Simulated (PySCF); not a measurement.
Screening by computed properties: pick the candidate that meets the target.

All species are isolated and taken at one optimised geometry, non-relativistic unless stated. Electronic properties by PySCF.

The conformers computed, where there is a choice (atom-mapped SMILES and torsion angles):
- `[CH3:1][CH:2]([CH3:3])[P:4]([PH2:5])[CH2:6][SiH3:7]`: C1–C2–P4–P5 -55°, C2–P4–C6–Si7 170°, H–P5–P4–C2 175°, H–P5–P4–C2 -93°
- `[CH3:1][O:2][Si@@H:3]([SiH3:4])[NH:5][C:6]([CH3:7])=[O:8]`: C1–O2–Si3–Si4 72°, O2–Si3–N5–C6 -148°, Si3–N5–C6–C7 -178°
- `[O:1]=[C:2]([F:3])[CH:4]1[CH2:5][CH2:6]1`: O1–C2–C4–C5 34°

The conformers of `C=CCO[Si@H](N)O[SiH3]`, `CCCC[C+]1CCCC1` and `FC1(F)OCO[C@@](F)(C(F)(F)F)O1` aren't listed.

Problem. Wanted: HOMO–LUMO gap above 8 eV (PBE0/pcSseg-1) and HOMO energy below -9.6 eV (PBE0/pcSseg-1), at GFN2-xTB geometries. Which candidate meets both?
A. `O=C(F)C1CC1`
B. `CCCC[C+]1CCCC1`
C. `PP(C(C)C)C[SiH3]`
D. `C=CCO[Si@H](N)O[SiH3]`
E. `CO[Si@@H]([SiH3])NC(C)=O`
F. `FC1(F)OCO[C@@](F)(C(F)(F)F)O1`

Solution. F. Computed values:
```
                      species  HOMO–LUMO gap  HOMO energy
               CCCC[C+]1CCCC1        5.17 eV    -13.08 eV
             PP(C(C)C)C[SiH3]        6.46 eV     -6.24 eV
     CO[Si@@H]([SiH3])NC(C)=O        7.35 eV     -7.23 eV
        C=CCO[Si@H](N)O[SiH3]        7.73 eV     -7.52 eV
                  O=C(F)C1CC1        8.54 eV     -8.98 eV
FC1(F)OCO[C@@](F)(C(F)(F)F)O1       11.45 eV    -10.16 eV
```
